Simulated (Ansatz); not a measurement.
Isolated molecules relaxed with PBE0-D4/def2-TZVP in Ansatz; ΔE leaves out vibrations. CCSD(T)/CBS is the MP2 limit (def2-TZVPP, def2-QZVPP) plus CCSD(T) − MP2 in def2-TZVPP, frozen cores. This one scheme is used for every species. One conformer a species, not always the lowest.

`O[SiH2]S[SiH](O)O` → `O[SiH](O)S` + `O[SiH]`  (silylene formation by 1,1-elimination)

```
            species  HF/def2-TZVPP energy (Eh)
`O[SiH2]S[SiH](O)O`                -1203.84546
       `O[SiH](O)S`                 -838.75650
           `O[SiH]`                 -364.99429
```

Task: Work out ΔE.

Result: ΔE = (-838.75650) + (-364.99429) − (-1203.84546) = 0.09467 Eh = +248.6 kJ/mol. CCSD(T)/CBS gives +267.9 kJ/mol.

Largest T1 diagnostic among the species: 0.016.

The D4 term adds +21.7 kJ/mol with B3LYP and +11.9 kJ/mol with PBE0; it sums over pairs of atoms, weighted by their polarisabilities, and B3LYP, whose exchange is more repulsive, gets the larger term. From PBE to PBE0 (25 % exact exchange), in def2-TZVPP and without D4, ΔE moves by +15.7 kJ/mol. In def2-TZVPP, CCSD(T) changes the Hartree–Fock value by +10.9 kJ/mol (the triples alone add +4.4 kJ/mol) and MP2 by +32.9 kJ/mol.

B3LYP here is the variant with VWN-RPA as its local correlation; programs differ in this.
